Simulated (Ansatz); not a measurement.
Start from `C[N](C)[In]([NH2])[OH]` and change one atom or group to get `C[N](C)[In]([NH2])[NH2]`.

Ansatz, PBE0-D4/def2-TZVP geometries, multiplicity 1. Each molecule was computed in one conformer, which needn't be the lowest.

Elements past krypton have def2 core potentials. Outer-core shells of In are correlated without core-valence functions. Spin–orbit coupling is left out.

```csv
property,`C[N](C)[In]([NH2])[OH]`
HOMO energy (PBE/def2-TZVPP) / eV,-4.75
LUMO energy (PBE0/def2-TZVPP) / eV,-1.02
size of the dipole moment (PBE/def2-TZVPP) / D,1.93
LUMO energy (PBE/def2-TZVPP) / eV,-1.91
LUMO energy (B3LYP/def2-TZVPP) / eV,-1.35
vertical ionisation energy (CCSD(T)/def2-TZVPP) / eV,7.96
```

Problem. Give the same properties after the change, and the shifts. (An estimate is asked.)

Solution. Ansatz gave: 
```tsv
property	`C[N](C)[In]([NH2])[NH2]`	shift
HOMO energy (PBE/def2-TZVPP) / eV	-4.48	0.27
LUMO energy (PBE0/def2-TZVPP) / eV	-0.64	0.38
size of the dipole moment (PBE/def2-TZVPP) / D	0.28	-1.65
LUMO energy (PBE/def2-TZVPP) / eV	-1.52	0.39
LUMO energy (B3LYP/def2-TZVPP) / eV	-0.97	0.38
vertical ionisation energy (CCSD(T)/def2-TZVPP) / eV	7.67	-0.29
```

With PBE0 the HOMO rises by 0.28 eV and the LUMO rises by 0.38 eV, so the gap widens by about 0.10 eV. PBE moves the HOMO by 0.27 eV and ωB97M-V by 0.28 eV. The zero-point energy changes by 31.1 kJ/mol with +3 modes. Dipoles are sizes alone; their direction can turn.

B3LYP here is the variant with VWN-RPA as its local correlation; programs differ in this.
